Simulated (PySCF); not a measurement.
An unknown shows these calculated signals:

1H NMR (300 MHz, computed): δ 5.34 (m, 1H), 2.35 (m, 1H), 2.02 (m, 1H), 1.63 (m, 1H), 1.55 (m, 1H), 1.15 (m, 2H), 0.60 (m, 1H), 0.56 (m, 1H), 0.52 (m, 1H), 0.42 (m, 1H).

13C{1H} NMR (computed): δ 34.3 (CH2), 17.5 (C), 17.2 (CH2), 16.6 (CH2), 10.5 (CH2).

Theory: GFN2-xTB structure, GIAO PBE0/pcSseg-1 shieldings, in PySCF 2.14.0 with density-fitted response routines (relativity neglected, a single conformation, gas phase, averaged over atoms made equivalent by symmetry, fast rotation or ring inversion).

Chemical shifts δ = σref − σ; 1H and 13C against TMS, all at this level.

Task: Which of these does the molecule contain: a three-membered ring, a CH3CH2 unit, a Si–H bond, a carboxylic acid, a heteroaromatic ring?

Result: 
- A three-membered ring: yes.
- A CH3CH2 unit: no.
- A Si–H bond: yes (δH 5.34 (m)).
- A carboxylic acid: no.
- A heteroaromatic ring: no.

The data belong to `InChI=1S/C5H11PSi/c6-7-4-3-5(7)1-2-5/h7H,1-4,6H2/t7-/m1/s1`; they needn't prove each group on their own.

Carbon signals by region: 5 below 50 ppm.

Splittings by 31P in the carbon and heteronuclear signals aren't shown, as no couplings were computed. Shifts are as computed. Against solution values, carbons near 30 ppm lie about +3 ppm off and those near 130 ppm about +5 ppm. Of 1211 compounds with measured shifts, 218 miss one by over three times the rms of a fit or turn the order of signals round; such compounds aren't used in these exercises. No couplings were computed; multiplicities are counted from neighbouring protons, with m where these are inequivalent, close in shift, in a saturated or five-membered ring or joined by F or P, and br s for small geminal =CH2 splittings.
